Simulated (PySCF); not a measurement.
These compounds are isomers of formula C6H8NO2P.

A. `C[P@@](=O)(O)c1cccnc1`
B. SMILES COC(=O)c1pccn1C
C. `C[P@](=O)(O)c1ccccn1`
D. SMILES O=[P@@](C)(O)C1=CC=NC=C1

Spectrum 1. $^{1}$H NMR (400 MHz, computed): δ 9.13 (m, 2H), 7.74 (m, 2H), 2.74 (br s, 1H), 1.54 (m, 3H). $^{13}$C{$^{1}$H} NMR (computed): δ 155.8 (CH), 149.2 (C), 128.9 (CH), 21.5 (CH3).

Spectrum 2. $^{1}$H NMR (400 MHz, computed): δ 8.99 (m, 1H), 7.98 (m, 1H), 7.51 (m, 1H), 7.46 (m, 1H), 4.11 (br s, 1H), 1.65 (m, 3H). $^{13}$C{$^{1}$H} NMR (computed): δ 166.6 (C), 156.0 (CH), 141.8 (CH), 129.7 (CH), 126.1 (CH), 15.0 (CH3).

Spectrum 3. $^{1}$H NMR (400 MHz, computed): δ 7.42 (m, 1H), 7.37 (m, 1H), 4.18 (s, 3H), 4.02 (s, 3H). $^{13}$C{$^{1}$H} NMR (computed): δ 170.2 (C), 158.5 (C), 140.9 (CH), 140.4 (CH), 53.0 (CH3), 40.6 (CH3).

Spectrum 4. $^{1}$H NMR (400 MHz, computed): δ 9.33 (m, 1H), 9.11 (d, 1H), 8.11 (m, 1H), 7.47 (m, 1H), 2.75 (br s, 1H), 1.52 (m, 3H). $^{13}$C{$^{1}$H} NMR (computed): δ 158.9 (CH), 157.7 (CH), 143.2 (CH), 135.5 (C), 127.5 (CH), 22.5 (CH3).

PySCF calculation with coordinates at the GFN2-xTB level and NMR shieldings at PBE0/pcSseg-1/GIAO; equivalent nuclei averaged, no relativistic terms, gas phase, one conformer.

Referencing at the same level of theory: $^{1}$H (31.72 ppm) and $^{13}$C (186.93 ppm) against TMS. Splittings of carbon signals by F and P are missing where no couplings were computed. Where no couplings were computed, multiplicities follow the n + 1 count of equivalent neighbours, and m marks all less simple cases (inequivalent or close neighbours, rings, F or P nearby). Shifts are as computed. Against solution values, carbons near 30 ppm lie about +3 ppm off and those near 130 ppm about +5 ppm. Of 1211 compounds with measured shifts, 218 miss one by over three times the rms of a fit or turn the order of signals round; such compounds aren't used in these exercises. OH and NH positions are gas-phase values without hydrogen bonding to other molecules.

Question: Match each spectrum to its structure.

Answer: 1–D, 2–C, 3–B, 4–A.

- Spectrum 1 (D): 4 $^{13}$C signals; δC 155.8 is an aromatic CH next to a ring nitrogen; δC 128.9 is an aromatic CH.
- Spectrum 2 (C): 6 $^{13}$C signals; δC 156.0 is an aromatic CH next to a ring nitrogen; δC 129.7 is an aromatic CH.
- Spectrum 3 (B): 6 $^{13}$C signals; δC 170.2 is an ester carbonyl carbon; δC 140.9 is an aromatic CH next to a ring nitrogen.
- Spectrum 4 (A): 6 $^{13}$C signals; δC 158.9 is an aromatic CH next to a ring nitrogen; δC 157.7 is an aromatic CH next to a ring nitrogen.
